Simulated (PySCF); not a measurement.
1-fluorobutane (C4H9F), SMILES CCCCF.

The structure is a stationary point at r2SCAN-D4/def2-SVP. One conformer was computed; it need not be the lowest.

All values below come from PBE/def2-TZVP in PySCF.

Isolated molecule, no solvent.

```json
{
  "total_energy": "-257.46433 hartree",
  "highest_occupied_level": "-7.49 eV",
  "lowest_empty_level": "0.46 eV",
  "orbital_gap": "7.95 eV",
  "dipole_moment": "1.61 D",
  "quadrupole, principal values (traceless, Buckingham form, about the centre of nuclear charge)": "-5.41, 1.71, 3.69 D·Å",
  "mean_static_polarisability": "53.1 bohr³ (7.87 Å³)",
  "polarisability_principal_values": "48.5, 50.1, 60.8 bohr³"
}
```
